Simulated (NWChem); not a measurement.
System: Si₂PH₆, doublet; SMILES [SiH3][P][SiH3]

Here is an NWChem input.

```
start job
memory heap 200 mb stack 900 mb global 1100 mb
geometry units angstroms noautosym nocenter noautoz
  Si     1.649029     0.028248     0.429608
  P      0.000000    -0.000001    -1.131359
  Si    -1.649029    -0.028248     0.429607
  H      2.963457    -0.319293    -0.212826
  H      1.745268     1.414187     1.016653
  H      1.379692    -0.940056     1.554377
  H     -1.745267    -1.414187     1.016654
  H     -2.963456     0.319291    -0.212829
  H     -1.379694     0.940058     1.554375
end
basis spherical
  * library 6-31g*
end
dft
  odft
  mult 2
  xc b3lyp
  iterations 150
end
property
  hyperfine
end
task dft property
```

Parts of the log:

```
             Northwest Computational Chemistry Package (NWChem) 7.3.0
             --------------------------------------------------------

                             Geometry "geometry" -> ""
                             -------------------------

 Output coordinates in angstroms (scale by  1.889725989 to convert to a.u.)

  No.       Tag          Charge          X              Y              Z
 ---- ---------------- ---------- -------------- -------------- --------------
    1 Si                  14.0000     1.64902900     0.02824800     0.42960800
    2 P                   15.0000     0.00000000    -0.00000100    -1.13135900
    3 Si                  14.0000    -1.64902900    -0.02824800     0.42960700
    4 H                    1.0000     2.96345700    -0.31929300    -0.21282600
    5 H                    1.0000     1.74526800     1.41418700     1.01665300
    6 H                    1.0000     1.37969200    -0.94005600     1.55437700
    7 H                    1.0000    -1.74526700    -1.41418700     1.01665400
    8 H                    1.0000    -2.96345600     0.31929100    -0.21282900
    9 H                    1.0000    -1.37969400     0.94005800     1.55437500

 Effective nuclear repulsion energy (a.u.)     188.0145059858

                              NWChem Property Module
                              ----------------------

  itol2e modified to match energy
  convergence criterion.

                                 NWChem DFT Module
                                 -----------------

 Summary of "ao basis" -> "ao basis" (spherical)
 ------------------------------------------------------------------------------
       Tag                 Description            Shells   Functions and Types
 ---------------- ------------------------------  ------  ---------------------
 Si                          6-31g*                  8       18   4s3p1d
 P                           6-31g*                  8       18   4s3p1d
 H                           6-31g*                  2        2   2s

  itol2e modified to match energy
  convergence criterion.

            General Information
            -------------------
          SCF calculation type: DFT
          Wavefunction type:  spin polarized.
          No. of atoms     :     9
          No. of electrons :    49
           Alpha electrons :    25
            Beta electrons :    24
          Charge           :     0
          Spin multiplicity:     2
          Use of symmetry is: off; symmetry adaption is: off
          Maximum number of iterations: 150
          AO basis - number of functions:    66
                     number of shells:    36
          Convergence on energy requested:  1.00D-07
          Convergence on density requested:  1.00D-05
          Convergence on gradient requested:  5.00D-04

              XC Information
              --------------
                         B3LYP Method XC Potential
                     Hartree-Fock (Exact) Exchange  0.200
                        Slater Exchange Functional  0.800 local
                    Becke 1988 Exchange Functional  0.720 non-local
              Lee-Yang-Parr Correlation Functional  0.810
                  VWN I RPA Correlation Functional  0.190 local

             Grid Information
             ----------------
          Grid used for XC integration:  fine
          Radial quadrature: Mura-Knowles
          Angular quadrature: Lebedev.
          Tag              B.-S. Rad. Rad. Pts. Rad. Cut. Ang. Pts.
          ---              ---------- --------- --------- ---------
          Si                  1.10      123          11.0       770
          P                   1.00      123          10.0       770
          H                   0.35       60          13.0       590
          Grid pruning is: on
          Number of quadrature shells:   729
          Spatial weights used:  Erf1

      Superposition of Atomic Density Guess
      -------------------------------------

 Sum of atomic energies:        -921.25413714

      Non-variational initial energy
      ------------------------------

 Total energy =    -921.958999
 1-e energy   =   -1650.232588
 2-e energy   =     540.259083
 HOMO         =      -0.201283
 LUMO         =       0.057003

   convergence    iter        energy       DeltaE   RMS-Dens  Diis-err
 ---------------- ----- ----------------- --------- --------- ---------
 d= 0,ls=0.0,diis     1   -923.8769157100 -1.11D+03  5.27D-03  5.31D-02
                                                     4.82D-03  5.04D-02
 d= 0,ls=0.0,diis     2   -923.9038245836 -2.69D-02  2.56D-03  9.29D-03
                                                     2.42D-03  8.20D-03
 d= 0,ls=0.0,diis     3   -923.9099345052 -6.11D-03  8.29D-04  2.23D-03
                                                     8.13D-04  2.08D-03
 d= 0,ls=0.0,diis     4   -923.9116382087 -1.70D-03  2.15D-04  5.17D-05
                                                     1.65D-04  2.88D-05
 d= 0,ls=0.0,diis     5   -923.9116669103 -2.87D-05  6.00D-05  6.98D-06
                                                     7.47D-05  1.05D-05
  Resetting Diis
 d= 0,ls=0.0,diis     6   -923.9116754451 -8.53D-06  1.66D-05  3.38D-07
                                                     9.07D-06  1.36D-07
 d= 0,ls=0.0,diis     7   -923.9116757389 -2.94D-07  2.41D-06  6.97D-09
                                                     2.98D-06  8.15D-09
 d= 0,ls=0.0,diis     8   -923.9116757498 -1.09D-08  1.35D-06  2.55D-09
                                                     8.26D-07  1.49D-09

         Total DFT energy =     -923.911675749761
      One electron energy =    -1652.553385017181
           Coulomb energy =      607.964343942788
    Exchange-Corr. energy =      -67.337140661208
 Nuclear repulsion energy =      188.014505985840

 Numeric. integr. density =       49.000001774389

                    DFT Final Alpha Molecular Orbital Analysis
                    ------------------------------------------

[...]

          ----------------------
          Hyperfine Interactions
          ----------------------

 Total Spin Density (Fermi Contact Term)
 ------------------ --------------------
     Atom            x         y         z       Density (a.u.)      Aiso(MHz)     Aiso(Gauss)
     1  29-Si     3.11621   0.05338   0.81184      -0.029659         26.358862       9.405481
     2  31-P      0.00000  -0.00000  -2.13796       0.070757        128.148507      45.726497
     3  29-Si    -3.11621  -0.05338   0.81184      -0.029659         26.358861       9.405481
     4   1-H      5.60012  -0.60338  -0.40218       0.000384          1.718433       0.613179
     5   1-H      3.29808   2.67243   1.92120       0.012443         55.616515      19.845322
     6   1-H      2.60724  -1.77645   2.93735       0.006580         29.412675      10.495156
     7   1-H     -3.29808  -2.67243   1.92120       0.012443         55.616693      19.845386
     8   1-H     -5.60012   0.60337  -0.40219       0.000384          1.718409       0.613170
     9   1-H     -2.60724   1.77645   2.93734       0.006580         29.412745      10.495181

           -------------------------------------------
           Anisotropic Interaction (Spin-Dipolar Term)
           -------------------------------------------

 ------------------------------------------------------------
     Atom            x         y         z
 ------------------------------------------------------------
     1  29-Si     3.11621   0.05338   0.81184

   Spin-Dipolar term (a.u.)
        xx             yy             zz             xy             xz             yz
 ------------------------------------------------------------------------------------------
      -0.001983       0.000828       0.001155      -0.001619      -0.016467      -0.000761

   Principal Comp. of -hf- tensor (au)            Anisotropic -hfcc- (MHz)               Anisotropic -hfcc- (Gauss)
 --------------------------------------------------------------------------------------------------------------------------
     -0.017119     0.000973     0.016146       1.816050    -0.103188    -1.712863       0.648011    -0.036820    -0.611191

   Orientation of the principal axis of Hyperfine Tensor w.r.t absolute (molecular) frame
 --------------------------------------------------------------------------------------------------------------------------
      0.737554    -0.046992    -0.673651
      0.094902     0.994889     0.034503
      0.668586    -0.089379     0.738244

 ------------------------------------------------------------
     Atom            x         y         z
 ------------------------------------------------------------
     2  31-P      0.00000  -0.00000  -2.13796

   Spin-Dipolar term (a.u.)
        xx             yy             zz             xy             xz             yz
 ------------------------------------------------------------------------------------------
      -1.212543       2.471540      -1.258996       0.004076       0.000000      -0.000003

   Principal Comp. of -hf- tensor (au)            Anisotropic -hfcc- (MHz)               Anisotropic -hfcc- (Gauss)
 --------------------------------------------------------------------------------------------------------------------------
     -1.212548     2.471544    -1.258996    -262.133245   534.307940  -272.174695     -93.535502   190.654037   -97.118535

   Orientation of the principal axis of Hyperfine Tensor w.r.t absolute (molecular) frame
 --------------------------------------------------------------------------------------------------------------------------
      0.999999     0.001106    -0.000002
     -0.001106     0.999999     0.000001
      0.000002    -0.000001     1.000000

 ------------------------------------------------------------
     Atom            x         y         z
 ------------------------------------------------------------
     3  29-Si    -3.11621  -0.05338   0.81184

   Spin-Dipolar term (a.u.)
        xx             yy             zz             xy             xz             yz
 ------------------------------------------------------------------------------------------
      -0.001983       0.000828       0.001155      -0.001619       0.016467       0.000761

   Principal Comp. of -hf- tensor (au)            Anisotropic -hfcc- (MHz)               Anisotropic -hfcc- (Gauss)
 --------------------------------------------------------------------------------------------------------------------------
     -0.017119     0.000973     0.016146       1.816043    -0.103181    -1.712862       0.648008    -0.036817    -0.611191

   Orientation of the principal axis of Hyperfine Tensor w.r.t absolute (molecular) frame
 --------------------------------------------------------------------------------------------------------------------------
      0.737555    -0.046995     0.673650
      0.094904     0.994888    -0.034502
     -0.668585     0.089379     0.738245

 ------------------------------------------------------------
     Atom            x         y         z
 ------------------------------------------------------------
     4   1-H      5.60012  -0.60338  -0.40218

   Spin-Dipolar term (a.u.)
        xx             yy             zz             xy             xz             yz
 ------------------------------------------------------------------------------------------
       0.006093      -0.003033      -0.003060      -0.000827       0.002858      -0.000160

   Principal Comp. of -hf- tensor (au)            Anisotropic -hfcc- (MHz)               Anisotropic -hfcc- (Gauss)
 --------------------------------------------------------------------------------------------------------------------------
      0.006983    -0.003096    -0.003887       3.725664    -1.651957    -2.073708       1.329407    -0.589458    -0.739949

   Orientation of the principal axis of Hyperfine Tensor w.r.t absolute (molecular) frame
 --------------------------------------------------------------------------------------------------------------------------
      0.958103     0.053985    -0.281289
     -0.083468     0.992076    -0.093905
      0.273991     0.113450     0.955017

 ------------------------------------------------------------
     Atom            x         y         z
 ------------------------------------------------------------
     5   1-H      3.29808   2.67243   1.92120

   Spin-Dipolar term (a.u.)
        xx             yy             zz             xy             xz             yz
 ------------------------------------------------------------------------------------------
      -0.000334      -0.000886       0.001220       0.001847       0.004865       0.002812

   Principal Comp. of -hf- tensor (au)            Anisotropic -hfcc- (MHz)               Anisotropic -hfcc- (Gauss)
 --------------------------------------------------------------------------------------------------------------------------
     -0.004553    -0.002266     0.006819      -2.429256    -1.208972     3.638228      -0.866817    -0.431391     1.298208

   Orientation of the principal axis of Hyperfine Tensor w.r.t absolute (molecular) frame
 --------------------------------------------------------------------------------------------------------------------------
      0.714080    -0.386074     0.583984
      0.162544     0.902824     0.398106
     -0.680933    -0.189356     0.707442

 ------------------------------------------------------------
     Atom            x         y         z
 ------------------------------------------------------------
     6   1-H      2.60724  -1.77645   2.93735

   Spin-Dipolar term (a.u.)
        xx             yy             zz             xy             xz             yz
 ------------------------------------------------------------------------------------------
      -0.001514      -0.002422       0.003936      -0.000626       0.003873      -0.002312

   Principal Comp. of -hf- tensor (au)            Anisotropic -hfcc- (MHz)               Anisotropic -hfcc- (Gauss)
 --------------------------------------------------------------------------------------------------------------------------
     -0.003831    -0.002727     0.006559      -2.044099    -1.455208     3.499308      -0.729384    -0.519254     1.248638

   Orientation of the principal axis of Hyperfine Tensor w.r.t absolute (molecular) frame
 --------------------------------------------------------------------------------------------------------------------------
      0.698773     0.568336     0.434408
     -0.511006     0.821548    -0.252846
     -0.500589    -0.045304     0.864499

 ------------------------------------------------------------
     Atom            x         y         z
 ------------------------------------------------------------
     7   1-H     -3.29808  -2.67243   1.92120

   Spin-Dipolar term (a.u.)
        xx             yy             zz             xy             xz             yz
 ------------------------------------------------------------------------------------------
      -0.000334      -0.000886       0.001220       0.001847      -0.004865      -0.002812

   Principal Comp. of -hf- tensor (au)            Anisotropic -hfcc- (MHz)               Anisotropic -hfcc- (Gauss)
 --------------------------------------------------------------------------------------------------------------------------
     -0.004553    -0.002266     0.006819      -2.429258    -1.208972     3.638230      -0.866818    -0.431390     1.298209

[...]
```

Level: B3LYP/6-31G* (spherical d), spin-unrestricted, contact and dipolar terms. The geometry was optimised at PBE-D3(BJ)/def2-SVP, spin-unrestricted. No stability test was run on the SCF state. B3LYP is NWChem's, with the RPA form of VWN correlation.
